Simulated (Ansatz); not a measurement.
Compare A (`O[SiH]1CB1Cl`) with its isomer B (`Cl[SiH]1BCO1`).

Isolated molecules relaxed with PBE0-D4/def2-TZVP in Ansatz; ΔE leaves out vibrations. CCSD(T)/CBS adds triple-zeta CCSD(T) − MP2 to the extrapolated MP2 energy (def2 sets, frozen cores). Functionals use def2-TZVPP. B3LYP here is the variant with VWN-RPA as its local correlation; programs differ in this. Each species was taken in one conformer, which may not be the lowest.

(1) Which isomer does CCSD(T)/CBS put lower? Give the gap. (Best estimate.)

(2) Give E(B) − E(A) in kcal/mol with MP2/def2-TZVPP, B3LYP-D4, CCSD(T)/def2-TZVPP, PBE-D4, CCSD/def2-TZVPP, r2SCAN-D4, PBE0-D4. (Estimate.)

Largest T1 diagnostic: 0.013.

Results:

(1) Computed: A, by 2.4 kcal/mol.

(2) Ansatz gave: MP2/def2-TZVPP 5.0, B3LYP-D4 2.2, CCSD(T)/def2-TZVPP 2.8, PBE-D4 6.2, CCSD/def2-TZVPP 1.0, r2SCAN-D4 4.9, PBE0-D4 3.6. None reverses the order clearly.

From PBE to PBE0 (25 % exact exchange), in def2-TZVPP and without D4, E(B) − E(A) moves by −2.6 kcal/mol. In def2-TZVPP, CCSD(T) changes the Hartree–Fock value by +9.9 kcal/mol (the triples alone add +1.8 kcal/mol) and MP2 by +12.0 kcal/mol.
